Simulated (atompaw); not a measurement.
**Mg PAW (atompaw): all-electron and pseudo phase curves**

* Element: magnesium (Mg)
* Generator: atompaw 4.2.0.5
* Type: PAW
* Functional: PBEsol
* Relativity: scalar-relativistic
* Frozen core: [He] 2s2
* Valence charge: 8
* Reference configuration: 2p6 3s1.75 3p0.25
* Partial waves: 3s (bound): rc 2.80 bohr; 3s channel at 0.15 Ry: rc 2.80 bohr; 2p (bound): rc 0.90 bohr; 3p (bound): rc 2.80 bohr
* Local potential: ultrasoft scheme with l = 2 at 1 Ry, radius 2.00 bohr
* Core correction: smooth core density matched at 2.30 bohr
* Augmentation charge: besselshape compensation charge, radius 2.60 bohr; PAW radius 2.80 bohr; waves and projectors: custom rrkj vanderbiltortho

The phase is arctan(r·u′/u) with u = r·R(r), unwrapped; energies in Ry, scanned from -5 to 5 Ry. A pole is an energy at which the radial function vanishes at the test radius. The pseudo phase is shifted by a multiple of π to meet the all-electron one at the reference energy, and phase errors are pseudo minus all-electron; the curves can meet again beyond the range given. Levels narrower than the energy grid can be missing from the lists of poles. n/a: not evaluated, since a narrow level or a reset projector energy made the automatic matching unsafe.

Task: For each channel, where are the poles, and over which energies does the pseudopotential scatter like the atom?

Result:

| channel | radius (bohr) | reference energy (Ry) | poles, all-electron | poles, pseudo | unbroken range about the reference energy with phases within 0.05 rad | phase error 1 Ry above the reference energy (rad) |
| --- | --- | --- | --- | --- | --- | --- |
| s | 2.82 | -0.36 | 0.97 | 0.96, 3.48 | below 2.4 | -0.000 |
| p | 2.82 | -0.11 | 1.66 | 1.57 | n/a | n/a |

Phases in the p channel:

| E (Ry) | all-electron | pseudo |
| --- | --- | --- |
| -5.00 | 1.405 | 1.404 |
| -4.52 | 1.395 | 1.394 |
| -4.04 | 1.383 | 1.382 |
| -3.56 | 1.353 | 1.352 |
| -3.08 | -1.782 | -1.782 |
| -2.60 | -1.806 | -1.807 |
| -2.12 | -1.837 | -1.838 |
| -1.64 | -1.881 | -1.882 |
| -1.16 | -1.954 | -1.955 |
| -0.68 | -2.100 | -2.101 |
| -0.20 | -2.526 | -2.526 |
| 0.28 | -3.780 | -3.786 |
| 0.76 | -4.420 | -4.430 |
| 1.24 | -4.620 | -4.633 |
| 1.72 | -4.723 | -4.742 |
| 2.20 | -4.799 | -4.830 |
| 2.68 | -4.877 | -4.936 |
| 3.16 | -4.986 | -5.136 |
| 3.64 | -5.217 | -5.841 |
| 4.12 | -6.041 | -7.183 |
| 4.60 | -7.228 | -7.557 |
